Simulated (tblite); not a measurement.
Compound: C6H3F3O.
Bonds: O1–C2 (double), C2–C3, C3–C4 (double), C4–C5, C5–C6 (double), C2–C7, C7–F8, C7–F9, C7–F10, C4–C6. Hydrogens: H11 on C3; H12 on C5; H13 on C6.

Computed with GFN2-xTB (tblite), gas phase: Langevin dynamics at 300 K from the optimised GFN2-xTB geometry, time step 0.5 fs, friction 0.01 fs⁻¹, 2000 steps.

Start geometry:
```
atom  x, y, z in Å
O1     -2.419    0.848    1.413
C2     -1.412    0.426    0.895
C3     -0.132    1.075    0.876
C4      0.964    0.582    0.292
C5      2.349    0.688   -0.051
C6      1.693   -0.402   -0.450
C7     -1.468   -0.953    0.168
F8     -0.606   -1.843    0.701
F9     -1.138   -0.854   -1.137
F10    -2.676   -1.504    0.221
H11    -0.093    2.030    1.380
H12     3.251    1.249   -0.009
H13     1.682   -1.339   -0.952
```

The statistics below take the 31 frames saved every 25 fs from 250 to 1000 fs; their kinetic temperature (all 3N coordinates) averages 275 K.

Problem. How do the bond lengths spread?

Solution. 
```
  bond  start (Å)  mean (Å)  standard deviation (Å)  shortest (Å)  longest (Å)
 O1=C2      1.208     1.206                   0.014         1.168        1.233
 C2–C3      1.435     1.434                   0.022         1.383        1.471
 C3=C4      1.336     1.339                   0.023         1.296        1.403
 C4–C5      1.432     1.435                   0.024         1.383        1.489
 C5=C6      1.333     1.336                   0.020         1.285        1.379
 C2–C7      1.561     1.571                   0.042         1.475        1.678
 C7–F8      1.349     1.353                   0.024         1.309        1.413
 C7–F9      1.349     1.354                   0.036         1.277        1.457
C7–F10      1.329     1.331                   0.024         1.291        1.405
 C4–C6      1.432     1.433                   0.026         1.384        1.492
C3–H11      1.081     1.086                   0.024         1.032        1.151
C5–H12      1.063     1.069                   0.029         1.005        1.122
C6–H13      1.063     1.068                   0.031         0.995        1.146
```

Problem. Give the same statistics for bond angles, one of each kind among heavy atoms.

Solution. 
| angle | start (°) | mean (°) | standard deviation (°) | smallest (°) | largest (°) |
| --- | --- | --- | --- | --- | --- |
| O1–C2–C3 | 126.2 | 125.8 | 3.2 | 120.8 | 133.1 |
| O1–C2–C7 | 118.6 | 117.7 | 2.6 | 112.8 | 124.0 |
| C3–C2–C7 | 115.2 | 116.1 | 2.8 | 111.9 | 121.9 |
| C2–C3–C4 | 124.8 | 125.1 | 2.4 | 119.9 | 129.7 |
| C3–C4–C5 | 150.6 | 149.9 | 4.5 | 141.4 | 160.7 |
| C3–C4–C6 | 153.9 | 153.9 | 4.5 | 142.6 | 162.5 |
| C5–C4–C6 | 55.5 | 55.5 | 1.1 | 53.2 | 57.2 |
| C4–C5–C6 | 62.3 | 62.2 | 1.5 | 58.6 | 65.3 |
| C4–C6–C5 | 62.2 | 62.3 | 1.3 | 59.2 | 66.0 |
| C2–C7–F8 | 112.1 | 111.9 | 4.6 | 102.4 | 123.4 |
| F8–C7–F9 | 106.0 | 106.0 | 3.4 | 100.1 | 112.4 |
| F8–C7–F10 | 106.9 | 106.8 | 3.3 | 100.5 | 114.2 |

Problem. How far does each atom move about its mean position (frames aligned on the start, all atoms weighted alike), and what rms force does it feel?

Solution. 
```csv
atom,rms displacement (Å),rms force (eV/Å)
O1,0.14,1.38
C2,0.07,1.54
C3,0.10,1.63
C4,0.10,1.69
C5,0.09,1.83
C6,0.11,1.87
C7,0.08,1.71
F8,0.14,0.94
F9,0.14,1.15
F10,0.13,0.86
H11,0.13,0.89
H12,0.21,1.06
H13,0.20,1.14
```

The displacements run from 0.07 to 0.21 Å.

Problem. Follow the torsions O1–C2–C3–C4 and O1–C2–C7–F8 through every second one of these frames.

Solution. 
| t (fs) | O1–C2–C3–C4 (°) | O1–C2–C7–F8 (°) |
| --- | --- | --- |
| 250 | -162 | -125 |
| 300 | -176 | -124 |
| 350 | 170 | -111 |
| 400 | 174 | -114 |
| 450 | -165 | -132 |
| 500 | 178 | -111 |
| 550 | 172 | -102 |
| 600 | 180 | -112 |
| 650 | 178 | -107 |
| 700 | 163 | -96 |
| 750 | 179 | -110 |
| 800 | -176 | -116 |
| 850 | -171 | -113 |
| 900 | -175 | -113 |
| 950 | -167 | -130 |
| 1000 | -174 | -125 |

Largest departure from the start value over all these frames: O1–C2–C3–C4 18° (start 180°), O1–C2–C7–F8 24° (start -120°).

Problem. How widely does the potential energy scatter, against a harmonic estimate?

Solution. Mean 0.38 eV above the start, standard deviation 0.130 eV, range 0.16 to 0.71 eV. For 33 classical harmonic modes at 300 K the canonical values are 33kT/2 = 0.43 eV and kT·√(33/2) = 0.105 eV.

The run is classical and short, so these are rough statistics of one trajectory.

The cost below is that of the whole dynamics run. Time: 12 s of wall time; peak memory 0.19 GiB. Hardware: an Arm Neoverse V1 with one thread, no GPU, shared host with 32 logical CPUs at a one-minute load of 20.
